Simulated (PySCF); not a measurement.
A structure optimised at PBE0-D3(BJ)/def2-TZVP, used in a PySCF frequency run:

```
Sn
H 1 1.7072
H 1 1.7072 2 108.46
H 1 1.7072 2 108.46 3 -117.61
Ge 1 2.5948 2 110.46 3 121.19
H 5 1.5374 1 110.44 2 60.00
H 5 1.5374 6 108.49 1 121.17
H 5 1.5374 6 108.49 7 117.66
```

Task: Write its SMILES, formula and point group.

Result: [GeH3][SnH3], GeH6Sn, C3v

Task: What are its rotational constants (standard atomic weights)?

Result: 36.067, 1.5228, 1.5228 GHz
